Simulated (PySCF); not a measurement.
# Deuteron quadrupole couplings in `CCN(C)P(C)C(C)C`

Compound: C₇H₁₈NP.
Cartesian coordinates in Å at the GFN2-xTB level; atoms count from 1:
```
atom  x, y, z in Å
C1     2.8563    0.3922    1.2459
C2     2.2231    0.8392   -0.0711
N3     1.0232    0.0957   -0.3985
C4     1.2514   -1.2136   -0.9635
P5    -0.4437    0.9420   -0.4567
C6    -1.0156    0.6677   -2.2141
C7    -1.6007   -0.2925    0.3815
C8    -1.1122   -0.5456    1.8024
C9    -3.0184    0.2693    0.3909
H10    3.1771   -0.6450    1.1932
H11    3.7234    1.0094    1.4665
H12    2.1370    0.4949    2.0543
H13    2.9594    0.7403   -0.8807
H14    1.9474    1.8940    0.0108
H15    1.8610   -1.1558   -1.8744
H16    0.3044   -1.6850   -1.2134
H17    1.7707   -1.8589   -0.2489
H18   -0.2502    1.0596   -2.8825
H19   -1.9327    1.2275   -2.3817
H20   -1.1910   -0.3832   -2.4393
H21   -1.5966   -1.2390   -0.1743
H22   -0.0998   -0.9430    1.7929
H23   -1.7601   -1.2587    2.3108
H24   -1.1102    0.3836    2.3695
H25   -3.0386    1.2277    0.9066
H26   -3.3907    0.4161   -0.6207
H27   -3.6937   -0.4124    0.9067
```

Level: PBE0/pcSseg-1 (PySCF, non-relativistic); Q(2H) = 0.00286 b; rigid geometry, the same for H and D, with no vibrational averaging.

Question: Rank these positions by the coupling χzz of a deuteron there, largest first.
A. H21 (methine hydrogen)
B. H16 (methyl hydrogen)
C. H19 (methyl hydrogen)
D. H13 (methylene hydrogen)

Answer: C (215 kHz), B (210 kHz), A (200 kHz), D (194 kHz).

Question: What are Vzz, η and χzz (234.96 MHz × Q × Vzz) at all hydrogens?

Answer: 
| atom | bonded to | bond length (Å) | Vzz (au) | η | χzz (kHz) |
| --- | --- | --- | --- | --- | --- |
| H10 | C1 | 1.087 | 0.3177 | 0.02 | 213 |
| H11 | C1 | 1.087 | 0.3179 | 0.02 | 214 |
| H12 | C1 | 1.087 | 0.3159 | 0.01 | 212 |
| H13 | C2 | 1.099 | 0.2887 | 0.05 | 194 |
| H14 | C2 | 1.093 | 0.2924 | 0.06 | 197 |
| H15 | C4 | 1.098 | 0.2937 | 0.05 | 197 |
| H16 | C4 | 1.087 | 0.3124 | 0.07 | 210 |
| H17 | C4 | 1.094 | 0.2999 | 0.05 | 202 |
| H18 | C6 | 1.089 | 0.3169 | 0.01 | 213 |
| H19 | C6 | 1.087 | 0.3201 | 0.00 | 215 |
| H20 | C6 | 1.089 | 0.3169 | 0.00 | 213 |
| H21 | C7 | 1.098 | 0.2975 | 0.01 | 200 |
| H22 | C8 | 1.088 | 0.3145 | 0.02 | 211 |
| H23 | C8 | 1.089 | 0.3143 | 0.02 | 211 |
| H24 | C8 | 1.089 | 0.3129 | 0.02 | 210 |
| H25 | C9 | 1.089 | 0.3121 | 0.02 | 210 |
| H26 | C9 | 1.088 | 0.3156 | 0.02 | 212 |
| H27 | C9 | 1.089 | 0.3132 | 0.02 | 210 |

Question: How does χzz go with the bond length over the 18 C–H bonds?

Answer: A straight-line fit has a slope of -15.7 kHz for each 0.01 Å, with a correlation coefficient of -0.93, over lengths from 1.087 to 1.099 Å. The longer bonds have the smaller couplings here.

Question: A static deuteron (I = 1) shows a doublet split by (3/2)χ, (3/4)χ(1 + η) and (3/4)χ(1 − η) with the field along z, y and x of the gradient. What are these for H22?

Answer: With |χ| = 211.3 kHz and η = 0.017: 317, 161 and 156 kHz, to first order and without motion.

One conformer (not necessarily the lowest) at the GFN2-xTB geometry, without solvent, vibrations or thermal averaging. GFN2-xTB frequencies show an imaginary mode (32i cm⁻¹), so this geometry is no minimum at that level. GFN2-xTB bond lengths can be off by several hundredths of an ångström, more for odd bonds, and the gradients follow them. A larger basis could move these couplings by a tenth or more.
